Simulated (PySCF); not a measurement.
A geometry optimisation, step by step.

Species: C2H5BClP.
SMILES with atom numbers: `[CH2:1]=[CH:2][B:3]([PH2:4])[Cl:5]` (hydrogens: H6, H7 on C1; H8 on C2; H9, H10 on P4)

Computed by this run: PySCF, PBE0-D3(BJ)/def2-SVP geometry optimisation, gas phase; density fitting, grid level 1; the optimiser is geomeTRIC in internal coordinates, started from a GFN2-xTB structure with every atom displaced at random (about 0.01 Å). The frame can shift and turn from step to step; on so coarse a grid that alone can change the energy by a few meV, and forces under 0.02 eV/Å are noise.

Step 0: E = -24623.7819 eV, largest atomic force 2.065 eV/Å
```
atom  x, y, z in Å  |  force x, y, z in eV/Å
C1     -1.468    0.618    0.478   -1.418   1.471  -0.300
C2     -0.423    1.002   -0.234    0.990   0.176  -0.658
B3      0.889    0.201   -0.260   -0.176  -0.429   0.313
P4      1.096   -1.534    0.499   -0.960   0.666   1.377
Cl5     2.336    0.960   -0.820    0.774   0.543  -0.407
H6     -1.489   -0.257    1.061    0.068  -1.483   0.908
H7     -2.383    1.228    0.507    0.079  -0.117   0.057
H8     -0.458    1.937   -0.799   -0.116   0.109  -0.008
H9     -0.033   -2.117   -0.084   -0.512  -0.322  -0.130
H10     1.984   -2.060   -0.370    1.272  -0.616  -1.153
```

Step 1: E = -24623.9294 eV, largest atomic force 0.464 eV/Å
```
atom  x, y, z in Å  |  force x, y, z in eV/Å
C1     -0.073    1.433    0.185    0.054  -0.351   0.212
C2      1.006    1.788   -0.531   -0.058   0.052   0.003
B3      2.316    0.969   -0.553    0.291   0.177  -0.152
P4      2.484   -0.769    0.226    0.191  -0.266  -0.329
Cl5     3.784    1.761   -1.184   -0.305  -0.198   0.133
H6     -0.090    0.507    0.789    0.004   0.266  -0.183
H7     -0.980    2.041    0.228   -0.069   0.072  -0.012
H8      0.964    2.731   -1.089    0.023   0.008  -0.012
H9      1.315   -1.370   -0.341    0.134   0.071   0.063
H10     3.430   -1.329   -0.707   -0.265   0.169   0.276
```

Step 2: E = -24623.9388 eV, largest atomic force 0.160 eV/Å
```
atom  x, y, z in Å  |  force x, y, z in eV/Å
C1     -0.087    1.448    0.191   -0.010  -0.072   0.038
C2      1.000    1.783   -0.522   -0.056  -0.005   0.026
B3      2.307    0.954   -0.549    0.116   0.083  -0.071
P4      2.513   -0.787    0.217   -0.003  -0.026  -0.043
Cl5     3.759    1.742   -1.189   -0.065  -0.050   0.026
H6     -0.131    0.529    0.789    0.029   0.028  -0.028
H7     -0.983    2.078    0.225    0.012   0.007  -0.009
H8      0.973    2.728   -1.080    0.027   0.002  -0.004
H9      1.355   -1.400   -0.341   -0.006  -0.007   0.017
H10     3.449   -1.317   -0.717   -0.045   0.042   0.049
```

Step 3: E = -24623.9396 eV, largest atomic force 0.134 eV/Å
```
atom  x, y, z in Å  |  force x, y, z in eV/Å
C1     -0.069    1.428    0.187   -0.044   0.110  -0.061
C2      1.005    1.795   -0.530    0.009  -0.028   0.011
B3      2.313    0.969   -0.562    0.001   0.025   0.001
P4      2.486   -0.768    0.224   -0.008   0.043   0.071
Cl5     3.769    1.738   -1.197    0.010  -0.004  -0.016
H6     -0.082    0.499    0.765   -0.016  -0.052   0.048
H7     -0.977    2.040    0.240    0.024  -0.018   0.003
H8      0.970    2.745   -1.079   -0.013  -0.005   0.018
H9      1.324   -1.371   -0.330   -0.028  -0.024  -0.017
H10     3.417   -1.313   -0.694    0.065  -0.048  -0.058
```

Step 4: E = -24623.9406 eV, largest atomic force 0.029 eV/Å
```
atom  x, y, z in Å  |  force x, y, z in eV/Å
C1     -0.079    1.436    0.189    0.011  -0.003  -0.009
C2      1.004    1.788   -0.523   -0.002   0.028  -0.007
B3      2.314    0.965   -0.560   -0.009  -0.010   0.011
P4      2.499   -0.773    0.221    0.001   0.013   0.010
Cl5     3.765    1.739   -1.205   -0.018  -0.009  -0.003
H6     -0.109    0.510    0.774    0.000  -0.012   0.011
H7     -0.979    2.059    0.233    0.005  -0.001  -0.003
H8      0.973    2.738   -1.071    0.001   0.009   0.000
H9      1.337   -1.383   -0.329   -0.002  -0.001   0.000
H10     3.431   -1.316   -0.704    0.014  -0.014  -0.010
```

Step 5: E = -24623.9407 eV, largest atomic force 0.024 eV/Å
```
atom  x, y, z in Å  |  force x, y, z in eV/Å
C1     -0.079    1.437    0.189   -0.011  -0.005   0.002
C2      1.004    1.792   -0.522    0.006  -0.018   0.015
B3      2.311    0.964   -0.559    0.011   0.006  -0.020
P4      2.502   -0.774    0.221   -0.006  -0.001  -0.003
Cl5     3.760    1.735   -1.211    0.002  -0.002  -0.006
H6     -0.109    0.509    0.772    0.009   0.009  -0.008
H7     -0.979    2.059    0.234   -0.008   0.004   0.003
H8      0.974    2.743   -1.069    0.002  -0.003   0.004
H9      1.338   -1.386   -0.324    0.005   0.001   0.005
H10     3.433   -1.318   -0.706   -0.009   0.009   0.007
```

Question: Summarise the path.

Answer: The energy falls by 3.66 kcal/mol from step 0 to step 5; nine tenths of that is first reached at step 1. It falls at every step. The largest force goes from 2.065 to 0.024 eV/Å. Among the bonds P4–H10 changes most, from 1.350 to 1.422 Å; the atoms move by 0.048 Å rms after alignment.

Question: Follow the three bonds and two angles with the largest change from start to end.

Answer: 
| step | E above end (kcal/mol) | largest force (eV/Å) | P4–H10 (Å) | C1–H6 (Å) | B3–Cl5 (Å) | C1–C2–H8 (°) | C2–C1–H6 (°) |
| --- | --- | --- | --- | --- | --- | --- | --- |
| 0 | 3.66 | 2.065 | 1.350 | 1.052 | 1.728 | 120.1 | 123.8 |
| 1 | 0.26 | 0.464 | 1.441 | 1.106 | 1.783 | 117.9 | 121.7 |
| 2 | 0.04 | 0.160 | 1.425 | 1.097 | 1.771 | 117.7 | 122.0 |
| 3 | 0.02 | 0.134 | 1.417 | 1.094 | 1.765 | 118.6 | 121.6 |
| 4 | 0.00 | 0.029 | 1.420 | 1.096 | 1.766 | 118.0 | 121.8 |
| 5 | 0.00 | 0.024 | 1.422 | 1.096 | 1.766 | 118.1 | 121.9 |

The cost below is that of the whole optimisation. The run took 38 s of wall time on one thread, Arm Neoverse N1 (aarch64), no GPU, shared host with 64 logical CPUs at a one-minute load of 60, and the process peaked at 0.42 GiB of memory.
